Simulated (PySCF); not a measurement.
# Identify the compound

An unknown has the formula CH₁₁NO₂Si₄. Its calculated NMR data are:

¹H NMR (400 MHz, computed): δ 5.66 (q, 1H), 4.76 (s, 3H), 4.10 (s, 3H), 3.72 (d, 3H), -0.11 (br s, 1H).

¹³C{¹H} NMR (computed): δ 189.0 (C).

Computed data (PySCF 2.14): shieldings: GIAO PBE0/pcSseg-1, structure optimised with GFN2-xTB. Equivalent nuclei averaged, non-relativistic, isolated molecule, a single conformation.

Scale: ¹H and ¹³C against TMS (reference shieldings calculated alike).

Q: Propose a structure and justify it.

A: 
1. The formula gives 1 degree of unsaturation (no ring in the answer).
2. Carbon types of the structure: 1 × C, leaving 11 H on heteroatoms.
3. δC 189.0: carbonyl carbon.
4. δH 5.66: hydrogen on a silicon bonded to N, O, Si.
5. δH 4.76: hydrogen on a silicon bonded to N.
6. δH 4.10: hydrogen on a silicon bonded to C.
7. δH 3.72: hydrogen on a silicon bonded to Si.
8. δH -0.11: hydrogen on a nitrogen bonded to 2 Si; labile proton, position sensitive to the medium.

The compound is SMILES O=C([SiH3])O[Si@@H]([SiH3])N[SiH3].

The shifts were computed for this structure.

OH/NH shifts are gas-phase values; hydrogen bonding in solution moves them, usually downfield. Shifts are as computed. Against solution values, carbons near 30 ppm lie about +3 ppm off and those near 130 ppm about +5 ppm. Of 1211 compounds with measured shifts, 218 miss one by over three times the rms of a fit or turn the order of signals round; such compounds aren't used in these exercises. No couplings were computed; multiplicities are counted from neighbouring protons, with m where these are inequivalent, close in shift, in a saturated or five-membered ring or joined by F or P, and br s for small geminal =CH2 splittings.
